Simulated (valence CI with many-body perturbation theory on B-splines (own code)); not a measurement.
Sm¹¹⁺: E2, M1 decay

Method: valence CI with perturbative core correlation (CI+MBPT): five valence electrons over a frozen Dirac-Fock core [Kr] 4d10, radial functions for each j: 7 s, 7 p, 7 d, 7 f, 4 g, 2 h, with the one-electron correlation potential Σ1 (screened to all orders), the two-electron term Σ2, the three-electron term Σ3, Breit, model QED; selected single and double excitations, second order for the rest (own B-spline code, finite nucleus).

No measured levels were compared; by estimate terms of the open shell hold to a few per cent of their energy, and close levels can change places. Core correlation moves these levels by up to 41000 cm⁻¹, and in measured spectra 5 to 20 % of such shifts remained as error; rates that hang on mixing are uncertain with them. Among the levels kept, up to 960 cm⁻¹ of a level comes from second order outside the variational space, and about a tenth of that is noise between levels of different J, which matters for small intervals. Only levels of the ground parity were solved; by the run's estimate the other parity begins above the list, which can be wrong where configurations are misplaced.

Lines 51 to 100 of 120 in falling wavelength, among levels below 72325 cm⁻¹, chosen from the decays that carry over 1 % of a level's rate. Wavelengths and rates use the calculated energies, so an error of 2000 cm⁻¹ moves a line at 769.9 nm by 15 % and its rate by three times that or more. Electric multipoles are in the length gauge, E1 and E2 with the static RPA response of the core. Weak lines are less certain than strong ones. Lines between different terms over intervals too small for the method are left out, as are lines whose strength nearly cancels. Where a level lies close to another of its J and parity, the split of strength between their lines is uncertain.

Names give the largest LS component (configuration and term), which can be under half, so a name can repeat, a term be missing and a line seem to break the LS rules; names also repeat where a configuration has a term twice. Letters in brackets count levels of one name in rising energy.

| λ vac (nm) | Upper | Lower | Type | A (s⁻¹) | Branch % |
| --- | --- | --- | --- | --- | --- |
| 769.9 | 4f3 5s2 2D°_3/2 [a] | 4f3 5s2 4F°_5/2 | M1 | 3.91e+00 | 32.3 |
| 766.3 | 4f3 5s2 2L°_15/2 | 4f3 5s2 2K°_15/2 | M1 | 3.32e+00 | 49.2 |
| 723.8 | 4f3 5s2 2I°_11/2 | 4f3 5s2 4G°_9/2 | M1 | 2.96e-01 | 7.4 |
| 708.3 | 4f3 5s2 2I°_13/2 | 4f3 5s2 2K°_15/2 | M1 | 4.18e-01 | 9.4 |
| 706.3 | 4f3 5s2 2G°_9/2 | 4f3 5s2 2H°_9/2 [a] | M1 | 1.54e-01 | 2.0 |
| 702.1 | 4f3 5s2 4D°_5/2 | 4f3 5s2 4G°_7/2 | M1 | 1.02e-01 | 3.0 |
| 680.6 | 4f3 5s2 2P°_1/2 | 4f3 5s2 4S°_3/2 | M1 | 3.65e+00 | 78.0 |
| 674.8 | 4f3 5s2 2D°_3/2 [a] | 4f3 5s2 4F°_3/2 | M1 | 3.02e+00 | 25.0 |
| 660.5 | 4f3 5s2 2I°_11/2 | 4f3 5s2 2K°_13/2 | M1 | 5.15e-01 | 12.8 |
| 660.4 | 4f3 5s2 4G°_11/2 | 4f3 5s2 2H°_9/2 [a] | M1 | 3.83e-02 | 1.3 |
| 639.0 | 4f3 5s2 2D°_5/2 [a] | 4f3 5s2 4S°_3/2 | M1 | 2.80e-01 | 3.7 |
| 638.1 | 4f3 5s2 2D°_5/2 [a] | 4f3 5s2 4F°_7/2 | M1 | 5.34e+00 | 70.5 |
| 636.0 | 4f3 5s2 2H°_9/2 [a] | 4f3 5s2 4I°_11/2 | M1 | 3.39e+00 | 36.4 |
| 608.9 | 4f3 5s2 2L°_15/2 | 4f3 5s2 2K°_13/2 | M1 | 3.17e+00 | 46.8 |
| 582.8 | 4f3 5s2 4D°_3/2 | 4f3 5s2 4G°_5/2 | M1 | 8.31e-02 | 6.3 |
| 580.8 | 4f3 5s2 2D°_5/2 [a] | 4f3 5s2 4F°_5/2 | M1 | 9.20e-01 | 12.2 |
| 579.6 | 4f3 5s2 4D°_7/2 | 4f3 5s2 4G°_9/2 | M1 | 7.53e-02 | 5.1 |
| 578.3 | 4f3 5s2 4D°_5/2 | 4f3 5s2 4G°_5/2 | M1 | 6.07e-01 | 17.6 |
| 572.7 | 4f3 5s2 4D°_5/2 | 4f3 5s2 2G°_7/2 | M1 | 1.21e-01 | 3.5 |
| 571.8 | 4f3 5s2 2I°_13/2 | 4f3 5s2 2K°_13/2 | M1 | 1.71e+00 | 38.6 |
| 556.7 | 4f3 5s2 2H°_11/2 [a] | 4f3 5s2 4I°_13/2 | M1 | 4.14e+00 | 53.7 |
| 553.3 | 4f3 5s2 4D°_7/2 | 4f3 5s2 4G°_7/2 | M1 | 1.30e-01 | 8.8 |
| 552.7 | 4f3 5s2 2P°_1/2 | 4f3 5s2 4F°_3/2 | M1 | 7.34e-01 | 15.7 |
| 544.9 | 4f3 5s2 4D°_1/2 | 4f3 5s2 4G°_5/2 | E2 | 1.54e-02 | 1.1 |
| 527.7 | 4f3 5s2 2H°_9/2 [a] | 4f3 5s2 4I°_9/2 | M1 | 5.91e+00 | 63.5 |
| 525.0 | 4f3 5s2 2D°_5/2 [a] | 4f3 5s2 4F°_3/2 | M1 | 3.87e-01 | 5.1 |
| 503.5 | 4f3 5s2 2P°_3/2 | 4f3 5s2 4S°_3/2 | M1 | 2.95e+00 | 20.4 |
| 501.3 | 4f3 5s2 2I°_11/2 | 4f3 5s2 2H°_11/2 [a] | M1 | 1.22e+00 | 30.4 |
| 500.4 | 4f3 5s2 4F°_9/2 | 4f3 5s2 4I°_11/2 | M1 | 1.09e+00 | 33.7 |
| 473.0 | 4f3 5s2 4F°_7/2 | 4f3 5s2 4I°_9/2 | M1 | 4.63e-02 | 19.0 |
| 469.0 | 4f3 5s2 2H°_11/2 [a] | 4f3 5s2 4I°_11/2 | M1 | 1.95e+00 | 25.2 |
| 466.7 | 4f3 5s2 2P°_3/2 | 4f3 5s2 4F°_5/2 | M1 | 3.73e+00 | 25.7 |
| 448.5 | 4f3 5s2 2I°_13/2 | 4f3 5s2 2H°_11/2 [a] | M1 | 4.15e-01 | 9.3 |
| 440.2 | 4f3 5s2 2K°_15/2 | 4f3 5s2 4I°_15/2 | M1 | 6.27e+00 | 56.8 |
| 439.2 | 4f3 5s2 2K°_13/2 | 4f3 5s2 4I°_13/2 | M1 | 2.48e+00 | 34.5 |
| 438.6 | 4f3 5s2 4D°_3/2 | 4f3 5s2 4S°_3/2 | M1 | 2.40e-01 | 18.3 |
| 438.6 | 4f3 5s2 4D°_3/2 | 4f3 5s2 4S°_3/2 | E2 | 1.43e-02 | 1.1 |
| 438.2 | 4f3 5s2 4D°_3/2 | 4f3 5s2 4F°_7/2 | E2 | 2.13e-02 | 1.6 |
| 436.0 | 4f3 5s2 4D°_5/2 | 4f3 5s2 4S°_3/2 | M1 | 1.52e-01 | 4.4 |
| 435.6 | 4f3 5s2 4D°_5/2 | 4f3 5s2 4F°_7/2 | M1 | 2.05e-01 | 6.0 |
| 430.9 | 4f3 5s2 4F°_9/2 | 4f3 5s2 4I°_9/2 | M1 | 9.81e-01 | 30.4 |
| 430.0 | 4f3 5s2 2P°_3/2 | 4f3 5s2 4F°_3/2 | M1 | 1.32e+00 | 9.1 |
| 416.7 | 4f3 5s2 4D°_1/2 | 4f3 5s2 4S°_3/2 | M1 | 2.05e-01 | 14.6 |
| 415.2 | 4f3 5s2 4G°_11/2 | 4f3 5s2 4I°_15/2 | E2 | 4.79e-02 | 1.7 |
| 410.4 | 4f3 5s2 4D°_3/2 | 4f3 5s2 4F°_5/2 | M1 | 1.51e-02 | 1.2 |
| 408.1 | 4f3 5s2 4D°_5/2 | 4f3 5s2 4F°_5/2 | M1 | 6.26e-02 | 1.8 |
| 404.5 | 4f3 5s2 4D°_7/2 | 4f3 5s2 4F°_9/2 | M1 | 4.85e-02 | 3.3 |
| 391.5 | 4f3 5s2 2I°_11/2 | 4f3 5s2 2H°_9/2 [a] | M1 | 4.29e-01 | 10.7 |
| 391.2 | 4f3 5s2 4D°_1/2 | 4f3 5s2 4F°_5/2 | E2 | 3.43e-02 | 2.4 |
| 382.7 | 4f3 5s2 2K°_13/2 | 4f3 5s2 4I°_11/2 | M1 | 4.69e+00 | 65.3 |
